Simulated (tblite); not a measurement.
Species: C7H13GeN.
SMILES with atom numbers: `[CH:1]#[C:2][C@@H:3]1[GeH2:4][CH2:5][N:6]1[CH:7]([CH3:8])[CH3:9]` (hydrogens: H10 on C1; H11 on C3; H12, H13 on Ge4; H14, H15 on C5; H16 on C7; H17, H18, H19 on C8; H20, H21, H22 on C9)

Computed with GFN2-xTB (tblite), gas phase: L-BFGS steps from a force-field or distance-geometry start until the largest atomic force falls under 0.01 eV/Å.

Step 4: E = -716.6293 eV
```
atom  x, y, z in Å  |  force x, y, z in eV/Å
C1      2.9530    1.9132   -0.6427    0.144   0.109  -0.097
C2      2.1109    1.2823   -0.0694   -0.359  -0.006   0.337
C3      1.1267    0.4705    0.6124   -0.030   0.000   0.025
Ge4     1.8505   -1.3731    0.9372    0.087   0.050  -0.012
C5      0.7703   -1.3392   -0.7091   -0.094  -0.078  -0.023
N6      0.1370   -0.0590   -0.3596   -0.050  -0.017   0.014
C7     -1.2236   -0.1111    0.1450    0.207  -0.061   0.111
C8     -2.2317   -0.6137   -0.8835   -0.117   0.052  -0.034
C9     -1.6683    1.3043    0.4834   -0.194   0.007   0.087
H10     3.6780    2.4909   -1.1429   -0.116  -0.095   0.062
H11     0.6890    0.9674    1.4824    0.052   0.247  -0.298
H12     1.2004   -2.1175    2.0966    0.270  -0.067   0.053
H13     3.3221   -1.5232    0.7173    0.320  -0.220   0.263
H14     0.1039   -2.1835   -0.8661   -0.221   0.220  -0.402
H15     1.4032   -1.1371   -1.5834   -0.202  -0.331  -0.011
H16    -1.3055   -0.7311    1.0690    0.083  -0.054  -0.164
H17    -2.1057   -1.6483   -1.1904    0.180   0.073  -0.025
H18    -2.2120    0.0491   -1.7483    0.104  -0.226  -0.058
H19    -3.2147   -0.5155   -0.4231   -0.049  -0.205  -0.125
H20    -2.7475    1.2814    0.5815   -0.125   0.292   0.145
H21    -1.2446    1.6375    1.4216    0.033   0.268   0.019
H22    -1.4016    1.9750   -0.3296    0.078   0.042   0.133
```

Step 5: E = -716.6956 eV
```
atom  x, y, z in Å  |  force x, y, z in eV/Å
C1      2.9458    1.9075   -0.6379    0.571   0.428  -0.388
C2      2.1024    1.2982   -0.0565   -0.697  -0.459   0.496
C3      1.1278    0.4665    0.6085   -0.086   0.180   0.113
Ge4     1.8652   -1.3765    0.9404   -0.062   0.119  -0.095
C5      0.7677   -1.3445   -0.6990   -0.171  -0.070  -0.390
N6      0.1402   -0.0543   -0.3693   -0.100  -0.142   0.247
C7     -1.2246   -0.1067    0.1445    0.281  -0.162   0.289
C8     -2.2274   -0.6116   -0.8772   -0.391   0.005  -0.235
C9     -1.6757    1.3032    0.4897   -0.226   0.152   0.119
H10     3.6682    2.4824   -1.1375   -0.019   0.007   0.003
H11     0.6917    0.9887    1.4653   -0.012   0.088  -0.217
H12     1.2178   -2.1213    2.0991    0.257  -0.068   0.073
H13     3.3423   -1.5374    0.7353    0.218  -0.191   0.225
H14     0.0865   -2.1713   -0.8979   -0.156   0.204  -0.159
H15     1.3888   -1.1591   -1.5889   -0.111  -0.241   0.100
H16    -1.3023   -0.7404    1.0643    0.127   0.049  -0.219
H17    -2.0957   -1.6389   -1.1937    0.209  -0.103   0.025
H18    -2.2042    0.0329   -1.7552    0.061  -0.094  -0.008
H19    -3.2244   -0.5299   -0.4290    0.167  -0.137  -0.165
H20    -2.7605    1.3017    0.5917    0.091   0.185   0.095
H21    -1.2440    1.6560    1.4163    0.021   0.154   0.129
H22    -1.3961    1.9742   -0.3146    0.027   0.095  -0.038
```

Problem. Estimate the geometry and energy of step 6. (The exact step hangs on the optimiser's Hessian estimate; all steps are aligned on step 5, rigid shifts and turns removed.)

Solution. E = -716.7317 eV, largest force 0.594 eV/Å
```
atom  x, y, z in Å  |  force x, y, z in eV/Å
C1      2.9421    1.9041   -0.6354    0.404   0.306  -0.273
C2      2.0934    1.3079   -0.0451   -0.402  -0.369   0.235
C3      1.1264    0.4659    0.6075   -0.112   0.176   0.108
Ge4     1.8742   -1.3771    0.9408   -0.113   0.107  -0.152
C5      0.7628   -1.3488   -0.6977   -0.191  -0.014  -0.417
N6      0.1416   -0.0536   -0.3720   -0.120  -0.160   0.298
C7     -1.2229   -0.1053    0.1474    0.098  -0.111   0.212
C8     -2.2288   -0.6107   -0.8759   -0.270  -0.059  -0.239
C9     -1.6828    1.3047    0.4961   -0.075   0.193   0.099
H10     3.6624    2.4776   -1.1346    0.044   0.072  -0.033
H11     0.6928    1.0050    1.4508   -0.107   0.018  -0.066
H12     1.2340   -2.1251    2.1021    0.240  -0.066   0.082
H13     3.3596   -1.5502    0.7514    0.106  -0.158   0.199
H14     0.0718   -2.1599   -0.9222   -0.157   0.127  -0.004
H15     1.3776   -1.1779   -1.5917    0.002  -0.132   0.068
H16    -1.2979   -0.7465    1.0585    0.126   0.051  -0.146
H17    -2.0854   -1.6344   -1.1957    0.196  -0.181   0.056
H18    -2.1980    0.0209   -1.7607    0.020   0.021  -0.010
H19    -3.2292   -0.5420   -0.4353    0.187  -0.077  -0.146
H20    -2.7686    1.3185    0.6003    0.164   0.100   0.063
H21    -1.2434    1.6713    1.4147   -0.011   0.067   0.169
H22    -1.3921    1.9751   -0.3049   -0.028   0.089  -0.102
```

The energy changes by -0.0362 eV. The first-order estimate −F·Δx gives -0.0507 eV and the mean of the old and new forces, exact on a quadratic surface, -0.0361 eV. The step makes an angle of 66° with the force vector and moves no atom by more than 0.031 Å.

What follows is the cost of the whole relaxation. Hardware: an Intel Xeon at 2.70 GHz with one thread, no GPU, shared host. Cost: 2.0 s wall.
